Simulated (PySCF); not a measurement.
SMILES c1ccoc1-c1ccc[se]1 (C8H6OSe) (GFN2-xTB optimised geometry):

```
16

C     -0.736    -2.944     0.000
C      0.626    -2.944     0.000
O      1.098    -1.687     0.000
C      0.031    -0.854     0.000
C      0.319     0.547     0.000
C     -0.536     1.615     0.000
C      0.103     2.873     0.000
C      1.461     2.825     0.000
Se     2.113     1.088     0.000
C     -1.130    -1.586     0.000
H     -1.379    -3.799     0.000
H      1.344    -3.739     0.000
H     -1.606     1.501     0.000
H     -0.447     3.799     0.000
H      2.130     3.667     0.000
H     -2.130    -1.203     0.000
```

Level of theory: PySCF with CAM-B3LYP/def2-TZVP.

### Question
What are the frontier orbital energies and the dipole moment?

### Answer
HOMO-2 -9.20 eV, HOMO-1 -8.17 eV, HOMO -6.90 eV, LUMO -0.25 eV, LUMO+1 1.38 eV; dipole moment 0.86 D.

Meta-Löwdin charges at CAM-B3LYP/def2-TZVP: C1 -0.18, C2 0.03, O3 -0.24, C4 0.17, C5 -0.14, C6 -0.15, C7 -0.14, C8 -0.29, Se9 0.33, C10 -0.19, H11 0.13, H12 0.14, H13 0.13, H14 0.13, H15 0.14, H16 0.13.
